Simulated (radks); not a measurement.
Results of a calculation; reference values are marked as such.
O, configuration [He] 2s2 2p4 (the NIST ground configuration).

Code: a radial shooting solver on a logarithmic mesh with Libxc functionals. Model: non-relativistic Kohn-Sham, LDA (Slater exchange, Perdew-Wang correlation), spin-polarised, spherical densities, point nucleus; open shells are filled with parallel spins first.

Energy parts (hartree):
total: -74.52483
kinetic: 74.17728
electron-nucleus: -177.27619
Hartree: 36.40802
exchange-correlation: -7.83395

Orbitals (lengths in bohr, moments of r in powers of bohr; <r^-3> diverges for s and p1/2; r(90%) holds 90 % of the orbital's charge):
| orbital | occ. | eigenvalue (hartree) | <r^-3> | r(90%) | <r^4> |
|---|---|---|---|---|---|
| 1s up | 1 | -18.76682 | - | 0.360 | 0.007832 |
| 1s down | 1 | -18.71354 | - | 0.359 | 0.007738 |
| 2s up | 1 | -0.91525 | - | 1.83 | 4.937 |
| 2s down | 1 | -0.80170 | - | 1.89 | 5.745 |
| 2p up | 3 | -0.38084 | 5.343 | 2.15 | 10.46 |
| 2p down | 1 | -0.27244 | 4.783 | 2.38 | 16.46 |

The highest occupied level is 2p down at -7.414 eV. Summed over all electrons, <r^2> = 11.75 bohr^2, which gives a Langevin (diamagnetic) susceptibility term of -9.31 x 10^-6 cm^3/mol. The density falls to 0.001 e/bohr^3 at r = 3.28 bohr. The spin density at the nucleus is -0.0172 e/bohr^3 (1s -0.5005, 2s 0.4833), a Fermi contact field of -0.9 T. The electron density at the nucleus is 308.5 e/bohr^3. Virial ratio -V/T = 2.00469.
